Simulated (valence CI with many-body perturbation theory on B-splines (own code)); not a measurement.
## E1 transitions of Zr25+

Method: valence CI with perturbative core correlation (CI+MBPT): five valence electrons over a frozen Dirac-Fock core [Ne], a basis of 9 s, 9 p, 8 d, 6 f, 3 g, 1 h functions for each j, with the one-electron correlation potential Σ1 (screened to all orders), the two-electron term Σ2, the three-electron term Σ3, Breit, model QED; selected single and double excitations, second order for the rest (own B-spline code, finite nucleus).

No measured spectrum was set against this ion. As an estimate, levels of excited configurations hold to 0.05 to 0.15 % of their energy, terms of the ground configuration to about 0.5 %. Among the levels kept, up to 510 cm⁻¹ of a level comes from second order outside the variational space, and about a tenth of that is noise between levels of different J, which matters for small intervals.

Lines 101 to 150 of 180 in falling wavelength, among levels below 1494600 cm⁻¹, chosen from the strongest by gf and those to the six lowest levels. Wavelengths and rates use the calculated energies, so an error of 500 cm⁻¹ moves a line at 118.2 Å by 0.059 % and its rate by three times that or more. Electric multipoles are in the length gauge, E1 and E2 with the static RPA response of the core. Weak lines are less certain than strong ones. Lines between different terms over intervals too small for the method are left out, as are lines whose strength nearly cancels. The highest levels of a list are the least certain.

Names give the largest LS component (configuration and term), which can be under half, so a name can repeat, a term be missing and a line seem to break the LS rules; names also repeat where a configuration has a term twice. Letters in brackets count levels of one name in rising energy.

| λ vac (Å) | Upper | Lower | A (s⁻¹) | log gf | Branch % |
| --- | --- | --- | --- | --- | --- |
| 118.2 | 3s2 3p2 3d 2P_1/2 [b] | 3s2 3p3 2P°_1/2 | 6.47e+09 | -1.57 | 21.8 |
| 118.1 | 3s 3p3 3d 4F°_3/2 | 3s 3p4 4P_5/2 | 4.96e+08 | -2.38 | 5.2 |
| 118.1 | 3s2 3p2 3d 4D_1/2 | 3s2 3p3 2D°_3/2 | 1.67e+10 | -1.16 | 64.4 |
| 117.3 | 3s 3p4 2D_5/2 | 3s2 3p3 4S°_3/2 | 1.40e+09 | -1.76 | 14.8 |
| 117.1 | 3s2 3p2 3d 4F_3/2 | 3s2 3p3 4S°_3/2 | 8.83e+09 | -1.14 | 49.7 |
| 117.0 | 3s2 3p2 3d 4D_5/2 | 3s2 3p3 2D°_5/2 | 4.18e+09 | -1.29 | 14.6 |
| 116.0 | 3s 3p4 2P_3/2 | 3s2 3p3 2P°_1/2 | 3.44e+09 | -1.56 | 1.6 |
| 115.7 | 3s 3p4 2P_1/2 | 3s2 3p3 2P°_3/2 | 2.53e+10 | -0.99 | 10.6 |
| 115.6 | 3s2 3p2 3d 4D_3/2 | 3s2 3p3 2D°_3/2 | 3.95e+09 | -1.50 | 14.2 |
| 114.6 | 3s2 3p2 3d 2P_1/2 [c] | 3s2 3p3 2P°_3/2 | 4.05e+08 | -2.80 | 0.3 |
| 113.2 | 3s2 3p2 3d 4F_5/2 | 3s2 3p3 4S°_3/2 | 8.68e+09 | -1.00 | 80.7 |
| 112.5 | 3s2 3p2 3d 4P_3/2 | 3s2 3p3 2P°_1/2 | 3.14e+08 | -2.62 | 0.2 |
| 112.3 | 3s2 3p2 3d 2D_3/2 [b] | 3s2 3p3 2P°_3/2 | 5.68e+08 | -2.37 | 0.3 |
| 112.0 | 3s2 3p2 3d 2D_5/2 [b] | 3s2 3p3 2P°_3/2 | 6.96e+09 | -1.11 | 3.2 |
| 111.9 | 3s2 3p2 3d 4P_1/2 | 3s2 3p3 2P°_1/2 | 8.50e+07 | -3.50 | 0.0 |
| 111.8 | 3s2 3p2 3d 4D_5/2 | 3s2 3p3 2D°_3/2 | 7.20e+09 | -1.09 | 25.1 |
| 110.8 | 3s2 3p2 3d 2P_3/2 [a] | 3s2 3p3 4S°_3/2 | 3.24e+07 | -3.62 | 0.3 |
| 109.9 | 3s2 3p2 3d 2P_1/2 [a] | 3s2 3p3 4S°_3/2 | 6.56e+09 | -1.62 | 27.3 |
| 109.5 | 3s2 3p2 3d 2G_7/2 | 3s2 3p3 2D°_5/2 | 1.35e+10 | -0.71 | 100.0 |
| 109.2 | 3s 3p4 2P_3/2 | 3s2 3p3 2D°_5/2 | 4.92e+10 | -0.45 | 22.8 |
| 108.6 | 3s2 3p2 3d 2D_3/2 [a] | 3s2 3p3 2P°_1/2 | 1.38e+10 | -1.01 | 23.2 |
| 108.3 | 3s2 3p2 3d 4P_5/2 | 3s2 3p3 2D°_5/2 | 2.03e+10 | -0.67 | 10.8 |
| 107.3 | 3s2 3p2 3d 2D_5/2 [c] | 3s2 3p3 2P°_3/2 | 5.24e+08 | -2.27 | 4.1 |
| 106.8 | 3s2 3p2 3d 2F_5/2 | 3s2 3p3 4S°_3/2 | 1.02e+09 | -1.98 | 63.5 |
| 106.5 | 3s2 3p2 3d 2P_1/2 [b] | 3s2 3p3 2D°_3/2 | 3.20e+09 | -1.96 | 10.8 |
| 106.1 | 3s2 3p2 3d 4P_3/2 | 3s2 3p3 2D°_5/2 | 5.77e+10 | -0.41 | 31.8 |
| 104.7 | 3s 3p4 2P_3/2 | 3s2 3p3 2D°_3/2 | 3.94e+10 | -0.59 | 18.3 |
| 104.0 | 3s2 3p2 3d 2P_3/2 [b] | 3s2 3p3 2P°_3/2 | 5.23e+10 | -0.47 | 29.6 |
| 103.9 | 3s2 3p2 3d 4P_5/2 | 3s2 3p3 2D°_3/2 | 1.53e+10 | -0.83 | 8.2 |
| 103.1 | 3s2 3p2 3d 4D_1/2 | 3s2 3p3 4S°_3/2 | 2.81e+09 | -2.05 | 10.8 |
| 103.0 | 3s2 3p2 3d 2F_7/2 [b] | 3s2 3p3 2D°_5/2 | 2.83e+09 | -1.44 | 100.0 |
| 102.6 | 3s2 3p2 3d 2D_3/2 [a] | 3s2 3p3 2D°_5/2 | 6.34e+09 | -1.40 | 10.6 |
| 101.8 | 3s2 3p2 3d 4P_3/2 | 3s2 3p3 2D°_3/2 | 3.20e+10 | -0.70 | 17.7 |
| 101.8 | 3s 3p4 2P_1/2 | 3s2 3p3 2P°_1/2 | 1.05e+11 | -0.49 | 44.0 |
| 101.4 | 3s2 3p2 3d 4P_1/2 | 3s2 3p3 2D°_3/2 | 3.33e+09 | -1.99 | 1.6 |
| 101.3 | 3s2 3p2 3d 2S_1/2 | 3s2 3p3 2P°_3/2 | 1.94e+11 | -0.22 | 92.7 |
| 101.2 | 3s2 3p2 3d 4D_3/2 | 3s2 3p3 4S°_3/2 | 7.57e+09 | -1.33 | 27.3 |
| 100.9 | 3s2 3p2 3d 2P_1/2 [c] | 3s2 3p3 2P°_1/2 | 5.68e+10 | -0.76 | 45.4 |
| 99.94 | 3s2 3p2 3d 2D_5/2 [a] | 3s2 3p3 2D°_5/2 | 4.38e+10 | -0.41 | 22.9 |
| 99.14 | 3s2 3p2 3d 2D_3/2 [b] | 3s2 3p3 2P°_1/2 | 1.99e+10 | -0.93 | 8.8 |
| 98.83 | 3s2 3p2 3d 2D_3/2 [c] | 3s2 3p3 2P°_3/2 | 9.54e+10 | -0.25 | 54.3 |
| 98.64 | 3s2 3p2 3d 2D_3/2 [a] | 3s2 3p3 2D°_3/2 | 1.12e+09 | -2.19 | 1.9 |
| 98.29 | 3s2 3p2 3d 4D_5/2 | 3s2 3p3 4S°_3/2 | 1.69e+10 | -0.83 | 58.9 |
| 97.68 | 3s2 3p2 3d 2D_5/2 [d] | 3s2 3p3 2P°_3/2 | 1.88e+11 | 0.21 | 95.0 |
| 96.16 | 3s2 3p2 3d 2D_5/2 [a] | 3s2 3p3 2D°_3/2 | 9.53e+10 | -0.10 | 49.7 |
| 94.14 | 3s2 3p2 3d 2D_3/2 [b] | 3s2 3p3 2D°_5/2 | 5.71e+10 | -0.52 | 25.3 |
| 94.11 | 3s2 3p2 3d 2P_1/2 [b] | 3s2 3p3 4S°_3/2 | 8.09e+09 | -1.67 | 27.2 |
| 93.91 | 3s2 3p2 3d 2D_5/2 [b] | 3s2 3p3 2D°_5/2 | 1.20e+11 | -0.02 | 55.6 |
| 93.02 | 3s 3p4 2P_1/2 | 3s2 3p3 2D°_3/2 | 1.07e+11 | -0.56 | 44.6 |
| 92.76 | 3s 3p4 2P_3/2 | 3s2 3p3 4S°_3/2 | 1.22e+11 | -0.20 | 56.7 |

(1) How does gf follow from A for the line at 100.9 Å?

Answers

(1) gf = 1.4992 × (2J+1)_upper × A / σ², with σ = 991013 cm⁻¹ and 2J+1 = 2: gf = 0.173.
